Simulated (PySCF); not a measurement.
An unknown is described by computed data only.

Formula: C5H8OSSi.

| Property | Result |
| --- | --- |
| UV, strongest line | among the 8 lowest singlet transitions: S6 at 6.59 eV (188 nm, f = 0.194) [TDDFT CAM-B3LYP/def2-SVPD] |
| Polarisability | 102.2 au [CAM-B3LYP/def2-SVPD] |
| 1H NMR | chemical shifts (computed TMS as zero) by class: 6.68 (1 H), 6.29 (1 H), 6.24 (1 H), 5.80 (1 H), 5.57 (1 H), 2.02 (3 H) ppm [GIAO PBE0/pcSseg-1] |
| UV, first state | lowest singlet excitation: 4.64 eV (267 nm, f = 0.006) [TDDFT CAM-B3LYP/def2-SVPD] |
| 13C NMR | chemical shifts (computed TMS as zero) by class: 150.3 (1 C), 147.3 (1 C), 137.4 (1 C), 108.3 (1 C), 24.2 (1 C) ppm [GIAO PBE0/pcSseg-1] |
| NMR, other nuclei | isotropic shieldings of nuclei other than C and H, by class: 212 (1 O), 338 (1 Si), 611 (1 S) ppm [GIAO PBE0/pcSseg-1] |
| Rotational structure | rotational constants A, B, C: 2.677, 1.069, 0.899 GHz [GFN2-xTB] |

Electronic properties: PySCF, gas phase, density fitting. Levels stand in brackets. One conformer (not necessarily the lowest) at the GFN2-xTB geometry, without solvent, vibrations or thermal averaging. NMR classes are plain means over equivalent atoms (diastereotopic ones count apart unless rotation or inversion swaps them), as if these changed places fast.

Question: Propose a structure and show how it fits.

Answer: Numbering: `[CH2:1]=[C:2]([CH3:3])[Si@H:4]1[O:5][CH:6]=[CH:7][S:8]1`. Its formula, C5H8OSSi, gives 3 degrees of unsaturation: 1 ring and 2 π bonds in the structure found. 5 carbons fall into 5 classes; from least to most shielded: fully substituted alkene carbon [C2] (150.3 ppm), vinylic carbon bearing oxygen [C6] (147.3 ppm), terminal =CH2 carbon [C1] (137.4 ppm), alkene CH carbon [C7] (108.3 ppm), allylic carbon [C3] (24.2 ppm). Hydrogen classes from least to most shielded: 1 H on a vinylic carbon bearing oxygen, C6 (6.68 ppm), 1 H on a terminal =CH2 carbon, C1 (6.29 ppm), 1 H on an oxygen-bound silicon, Si4 (6.24 ppm), 1 H on a terminal =CH2 carbon, C1 (5.80 ppm), 1 H on an alkene CH carbon, C7 (5.57 ppm), 3 H on an allylic carbon, C3 (2.02 ppm). The other shieldings belong to: 212 ppm, silyl ether oxygen [O5]; 338 ppm, oxygen-bound silicon [Si4]; 611 ppm, sulfur bonded to C and Si [S8]. The optimised geometry has point group C1 and is an asymmetric top. Structure: `C=C(C)[Si@H]1OC=CS1`. Computed isomers that give other values at the same levels: `C[SiH2]c1ccc(S)o1` (13C chemical shifts (computed TMS as zero) by class: 156.6 (1 C), 155.6 (1 C), 131.5 (1 C), 111.2 (1 C), -5.5 (1 C) ppm); `C=C1C=C(SC)O[SiH2]1` (13C chemical shifts (computed TMS as zero) by class: 172.4 (1 C), 150.1 (1 C), 119.1 (1 C), 111.9 (1 C), 17.9 (1 C) ppm). The assignments are read from this structure; whether some other isomer fits the data as well wasn't checked. The mirror image fits equally.

Conformer computed: `[CH2:1]=[C:2]([CH3:3])[Si@H:4]1[O:5][CH:6]=[CH:7][S:8]1`: C1–C2–Si4–O5 -17°.
